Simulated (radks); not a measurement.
Q: Spin polarisation of the 4f9 shell in Tb. Start: [Xe] 4f(up 4.5, down 4.5) 6s2; electrons of 4f are moved from spin down to spin up, other shells keep equal spins. Method: scalar-relativistic Kohn-Sham, PBEsol, spin-polarised, spherical densities, finite nucleus; Fermi nuclear charge, rms radius of each element as measured or else 0.836 A^(1/3) + 0.57 fm; computed with a radial shooting solver on a logarithmic mesh with Libxc functionals. Estimate the energy gained and the exchange splitting at a moment of 5 Bohr magnetons.

A: At moment 5 the spin-polarisation energy is -4.440 eV and the 4f exchange splitting 3.538 eV, that is 0.708 eV per Bohr magneton; E = -I m^2/4 would give I = 0.710 eV.
